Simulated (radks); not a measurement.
The numbers below are computed, except where a source is named.
All-electron atom: the tantalum ion Ta3+ in [Xe] 4f14 5d1 5f1 (not the ground configuration).

Level of theory: Dirac Kohn-Sham, PBE, spin-unpolarised, spherical densities, finite nucleus; open shells fill j = l - 1/2 first; Fermi nuclear charge, rms radius 5.3507 fm (a radial shooting solver on a logarithmic mesh with Libxc functionals).

Energy parts (hartree):
| part | energy |
|---|---|
| total | -15621.1359 |
| kinetic | 17528.5571 |
| electron-nucleus | -38866.3091 |
| Hartree | 6032.8757 |
| exchange-correlation | -316.2596 |

Orbitals (lengths in bohr, moments of r in powers of bohr; <r^-3> diverges for s and p1/2; r(max) is where P^2 peaks):
| orbital | occ. | eigenvalue (hartree) | <r^-3> | <1/r> | r(max) |
|---|---|---|---|---|---|
| 1s1/2 | 2 | -2472.831 | - | 85.40 | 0.01168 |
| 2s1/2 | 2 | -425.6616 | - | 20.74 | 0.06705 |
| 2p1/2 | 2 | -406.9358 | - | 20.71 | 0.04993 |
| 2p3/2 | 4 | -360.2588 | 15570 | 17.50 | 0.05666 |
| 3s1/2 | 2 | -98.48812 | - | 7.612 | 0.1889 |
| 3p1/2 | 2 | -90.14822 | - | 7.529 | 0.1770 |
| 3p3/2 | 4 | -80.09907 | 3503 | 6.699 | 0.1908 |
| 3d3/2 | 4 | -65.99146 | 604.2 | 6.591 | 0.1497 |
| 3d5/2 | 6 | -63.80240 | 516.3 | 6.394 | 0.1535 |
| 4s1/2 | 2 | -21.09394 | - | 3.194 | 0.4294 |
| 4p1/2 | 2 | -17.65256 | - | 3.084 | 0.4295 |
| 4p3/2 | 4 | -15.33959 | 806.4 | 2.795 | 0.4587 |
| 4d3/2 | 4 | -9.67909 | 121.3 | 2.578 | 0.4564 |
| 4d5/2 | 6 | -9.25420 | 101.5 | 2.508 | 0.4657 |
| 5s1/2 | 2 | -3.93711 | - | 1.231 | 0.9878 |
| 5p1/2 | 2 | -2.92677 | - | 1.107 | 1.061 |
| 5p3/2 | 4 | -2.59143 | 115.5 | 1.011 | 1.143 |
| 4f5/2 | 6 | -2.22001 | 17.83 | 2.024 | 0.4388 |
| 4f7/2 | 8 | -2.14688 | 16.99 | 1.994 | 0.4439 |
| 5d3/2 | 1 | -1.26562 | 9.825 | 0.7372 | 1.443 |
| 5d5/2 | 0 | -1.23193 | 8.145 | 0.7184 | 1.478 |
| 5f5/2 | 1 | -0.43831 | 0.2519 | 0.2949 | 3.644 |
| 5f7/2 | 0 | -0.43734 | 0.2515 | 0.2940 | 3.660 |

The highest occupied level is 5f5/2 at -11.927 eV. The configuration is held as typed, so some empty levels lie below it. The electron density at the nucleus is 1.313e+06 e/bohr^3. Summed over all electrons, <r^2> = 49.11 bohr^2, which gives a Langevin (diamagnetic) susceptibility term of -38.9 x 10^-6 cm^3/mol.
